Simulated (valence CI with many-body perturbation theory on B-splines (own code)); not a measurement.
Results of a calculation; reference values are marked as such.
Run record, Se XIII

Method: configuration interaction combined with many-body perturbation theory (CI+MBPT): four valence electrons over a frozen Dirac-Fock core [Ar], a basis of 9 s, 9 p, 10 d, 8 f, 5 g, 3 h, 1 i functions for each j, with the one-electron correlation potential Σ1 (screened to all orders), the two-electron term Σ2, the three-electron term Σ3, Breit, model QED; selected single and double excitations, second order for the rest, scaled by the run's own slope (own B-spline code, finite nucleus).

Command, and the settings that its task file holds:

```sh
python run_cv.py task.json out
```

```
atom Se  Z=34  mass_number=80  rms_radius_fm=4.1400
core [Ar]
valence 3d4
avg = 1
basis = L
breit = 1
cap = 40000
capref = 1200
cscale = 1
de = 0.0
dress = 0
eps = 2e-08
extrap = 1
h = 0.27
hh = 1
l2 = 3
lcore = 6
maxit = 60
n2 = 5
natural = 1
nlev = 60
nno = [6, 6, 7, 6, 4, 3, 1]
nroot = 26
nsp = [3, 3, 3, 2, 1, 0, 0]
pt2 = 1
qed = 1
rpa = 1
s1 = 1
s2 = 1
s3 = 1
screen = 1
tol = 2e-05
whole = 1
```

It took 2.5 min on 1 thread of Intel(R) Xeon(R) Processor @ 2.30GHz, on a shared host.

Log. The first blocks belong to the next ion, which gives the ionisation energy. Fields: 2J, parity (1 odd), roots, reference size, generating configurations, candidates as configurations/state functions, variational space P, stored matrix elements, Davidson steps; e2 is the range of second-order energies in hartree. The first line gives the box (bohr), its intervals, the orbitals and the steps of their self-consistent field. Window is the range of levels sought, series limit the energy at which the first omitted orbital would enter, core excitation an estimate of the first excitation out of the core, left out the lowest levels not solved, and shifts from estimates the range by which levels moved from their first estimate, all in cm⁻¹.

```
rmax 8.8 intervals 62 orbitals 81 references ['3d4', '3d3 4s', '3d3 4p'] scf 5 t 1.4
2J=3 par=0 roots 2 ref 41 generators 4 cand 1446/3958 P 1468/3999 nnz 4.3e+06 it 6
2J=3 par=0 roots 2 ref 41 generators 8 cand 802/2048 P 2270/6047 nnz 8.4e+06 it 5
   second order: generators 16 cand 7658/17608 e2 -0.00002 -0.00002
2J=5 par=0 roots 2 ref 45 generators 4 cand 1123/3934 P 1144/3979 nnz 4.4e+06 it 5
2J=5 par=0 roots 2 ref 45 generators 8 cand 867/2648 P 2011/6627 nnz 1e+07 it 5
   second order: generators 18 cand 13910/38855 e2 -0.00002 -0.00002
2J=7 par=0 roots 2 ref 35 generators 3 cand 1210/3961 P 1228/3996 nnz 4.4e+06 it 6
2J=7 par=0 roots 2 ref 35 generators 6 cand 1264/3780 P 2492/7776 nnz 1.5e+07 it 6
   second order: generators 16 cand 13245/40143 e2 -0.00003 -0.00002
reference levels 704, estimated 34, window 247256 1/cm; series limit 2500238, core excitation 733879
2J=0 par=0 roots 5 ref 19 generators 4 cand 2187/3877 P 3389/6396 nnz 8e+06 it 5
2J=0 par=0 roots 5 ref 19 generators 6 cand 790/1700 P 4179/8096 nnz 1.1e+07 it 5
   second order: generators 16 cand 21253/50176 e2 -0.00011 -0.00001
2J=2 par=0 roots 4 ref 43 generators 3 cand 1104/5482 P 1555/7982 nnz 1.4e+07 it 8
2J=2 par=0 roots 4 ref 43 generators 3 cand 2152/9764 P 3707/17746 nnz 6.4e+07 it 8
   second order: generators 11 cand 21879/147094 e2 -0.00008 -0.00002
2J=4 par=0 roots 8 ref 61 generators 4 cand 709/5490 P 1026/7961 nnz 1.4e+07 it 7
2J=4 par=0 roots 8 ref 61 generators 4 cand 2704/17491 P 3730/25452 nnz 1.3e+08 it 7
   second order: generators 14 cand 17920/167922 e2 -0.00010 -0.00003
2J=6 par=0 roots 6 ref 57 generators 3 cand 624/5570 P 923/7989 nnz 1.5e+07 it 8
2J=6 par=0 roots 6 ref 57 generators 3 cand 2229/16872 P 3152/24861 nnz 1.3e+08 it 7
   second order: generators 10 cand 21574/239318 e2 -0.00015 -0.00006
2J=8 par=0 roots 7 ref 48 generators 4 cand 644/5390 P 961/7933 nnz 1.5e+07 it 8
2J=8 par=0 roots 7 ref 48 generators 4 cand 2211/17001 P 3172/24934 nnz 1.3e+08 it 8
   second order: generators 13 cand 20042/243514 e2 -0.00016 -0.00005
2J=10 par=0 roots 2 ref 29 generators 2 cand 706/5457 P 1086/7941 nnz 1.5e+07 it 5
2J=10 par=0 roots 2 ref 29 generators 2 cand 2185/15907 P 3271/23848 nnz 1.2e+08 it 5
   second order: generators 4 cand 9120/95398 e2 -0.00005 -0.00005
2J=12 par=0 roots 2 ref 15 generators 2 cand 884/5541 P 1362/7979 nnz 1.5e+07 it 5
2J=12 par=0 roots 2 ref 15 generators 2 cand 1851/11829 P 3213/19808 nnz 8.7e+07 it 6
   second order: generators 2 cand 1020/6584 e2 -0.00003 -0.00002
left out: unestimated 1178277, estimated none, shifts from estimates -32 to 359
operators 1.7
```

The Davidson iterations converged.

No measured levels were compared; by estimate terms of the open shell hold to 2 to 4 % of their energy, and close levels can change places. Core correlation moves these levels by up to 6700 cm⁻¹, and in measured spectra 5 to 20 % of such shifts remained as error; rates that hang on mixing are uncertain with them. Only levels of the ground parity were solved; by the run's estimate the other parity begins above the list, which can be wrong where configurations are misplaced.

```yaml
Valence_energy: -66.21443 hartree
Ionisation_energy: "382.9 eV (NIST: 383 ± 3 eV (theoretical))"
Reference_configurations_for_the_orbitals: 3d4, 3d3 4s, 3d3 4p
Radial_orbitals: 81
Box_radius: 8.816 bohr
Largest_variational_space: 25452
Lowest_levels: 3d⁴ ⁵D_0 0.0, 3d⁴ ⁵D_1 1464, 3d⁴ ⁵D_2 3809, 3d⁴ ⁵D_3 6635, 3d⁴ ⁵D_4 9727, 3d⁴ ³P_0 [a] 45124, 3d⁴ ³H_4 48947, 3d⁴ ³H_5 52437, 3d⁴ ³P_1 [a] 52536, 3d⁴ ³H_6 54872, 3d⁴ ³F_3 [a] 55648, 3d⁴ ³F_2 [a] 56533, 3d⁴ ³F_4 [a] 57932, 3d⁴ ³P_2 [a] 61883 cm⁻¹
```

Names give the largest LS component (configuration and term), which can be under half, so a name can repeat, a term be missing and a line seem to break the LS rules; names also repeat where a configuration has a term twice. Letters in brackets count levels of one name in rising energy.
